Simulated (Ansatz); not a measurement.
Al10⁻ (relaxed from a model of Al10 tetrahedron, whose bonding it doesn't keep) was relaxed with PBE-D4 (def2-SVP) in Ansatz in these states: charge -1 doublet, charge -1 quartet. The geometries follow in no particular order.

A:

```xyz
10

Al    0.586   -2.551    1.246
Al   -1.457   -0.959    1.896
Al   -1.194    1.628    2.091
Al   -0.975   -1.753   -0.729
Al   -1.217    0.840   -0.593
Al    0.015   -0.340   -2.791
Al    0.845    0.178    0.956
Al    0.250    2.926    0.349
Al    1.708   -1.382   -0.982
Al    1.438    1.414   -1.444
```

B:

```xyz
10

Al   -1.479   -2.309    1.902
Al   -2.460   -0.310    0.396
Al   -1.639    2.061    1.024
Al   -0.556   -1.870   -0.646
Al   -0.471    0.760   -1.253
Al    1.314   -0.803   -2.341
Al    0.324    0.111    1.205
Al    0.695    2.866    0.228
Al    2.007   -1.553    0.131
Al    2.265    1.047   -0.646
```

Problem. Judge from the bond lengths which geometry belongs to which state (an estimate).

Solution. A is the charge -1 quartet (Al4–Al7 3.144 Å, Al2–Al5 3.080 Å, Al5–Al6 2.783 Å); B is the charge -1 doublet (Al4–Al7 2.851 Å, Al2–Al5 2.796 Å, Al5–Al6 2.611 Å).

At PBE0-D4/def2-SVP a doublet lies 0.08 eV below the charge -1 quartet.
